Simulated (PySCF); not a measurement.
# Worked example: oscillator strength and radiative lifetime

Se(Br)(OH) (BrHOSe), SMILES O[Se]Br.

Coordinates come from a B3LYP-D3(BJ)/def2-TZVP optimisation. One conformer was computed; it need not be the lowest.

TDA-B3LYP/def2-SVPD in PySCF puts the first singlet state with f over 0.02 at 6.19 eV (vertical), with the transition dipole (-0.027, -0.270, 0.287) in atomic units.

Question: Find the oscillator strength, the wavelength and the radiative lifetime that this transition would have in vacuum if emission retraced absorption.

Answer: 
|μ|² = 0.1560 au, so |μ| = 1.00 D. ΔE = 6.19/27.211 = 0.2275 hartree. f = (2/3) ΔE |μ|² = 0.024 (the program prints 0.024).
λ = 1239.84/6.19 = 200 nm; ν = 49926 cm⁻¹.
Einstein's coefficient A = 0.6670 ν² f s⁻¹ (ν in cm⁻¹) = 3.9e7 s⁻¹, so τ = 1/A = 25 ns. This state is S8; the lower singlets have f = 0.001, 0.001, 0.002, 0.001, 0.009, 0.011, 0.009. The figure is the radiative limit of this one transition; relaxation, internal conversion, crossing to triplets and a medium change what is measured.
